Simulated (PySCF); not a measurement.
In(H)(OH)2 (H3InO2), SMILES [OH][InH][OH]. The structure is a stationary point at B3LYP-D3(BJ)/def2-TZVP. The def2 effective core potentials stand for the cores of In; spin–orbit coupling is left out. The values are those of a single conformer.

The numbers are results of B3LYP-D3(BJ)/def2-TZVP run with PySCF, not measurements.

Harmonic wavenumbers (cm⁻¹): 136, 302, 343, 402, 427, 583, 600, 778, 832, 1873, 3815, 3831. Rotational constants (GHz): 11.70, 5.643, 3.807; symmetry number 1.

Q: Work out the zero-point energy and the ideal-gas rigid-rotor harmonic-oscillator thermochemistry at 298.15 K and 1 atm.

A: ZPE = ½ Σ hcν = ½ × 13923 cm⁻¹ = 19.90 kcal/mol. H − E(el) = 23.86 kcal/mol. Entropy in cal/(mol K): translation 40.92, rotation 24.66, vibration 8.62, total 74.21. G − E(el) = 1.74 kcal/mol. Cp = 19.41 cal/(mol K). Modes under 150 cm⁻¹ make the vibrational entropy uncertain.
